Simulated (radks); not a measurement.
Results of a calculation; reference values are marked as such.
Task: Neutral aluminium, configuration [Ne] 3s2 4p1 (not the ground configuration). Code: a radial shooting solver on a logarithmic mesh with Libxc functionals. Model: scalar-relativistic Kohn-Sham, PBEsol, spin-unpolarised, spherical densities, point nucleus. Some entries of the table are withheld. Estimate them.

| orbital | occ. | eigenvalue (hartree) | r(max) (bohr) |
|---|---|---|---|
| 1s | 2 | -55.60089 | 0.07846 |
| 2s | 2 | -4.14775 | (1) |
| 2p | 6 | (2) | (3) |
| 3s | 2 | (4) | 2.022 |
| 4p | 1 | (5) | 8.978 |

Result: 
(1) 2s r(max) (bohr): 0.4972
(2) 2p eigenvalue (hartree): -2.74031
(3) 2p r(max) (bohr): 0.4284
(4) 3s eigenvalue (hartree): -0.42623
(5) 4p eigenvalue (hartree): -0.04081
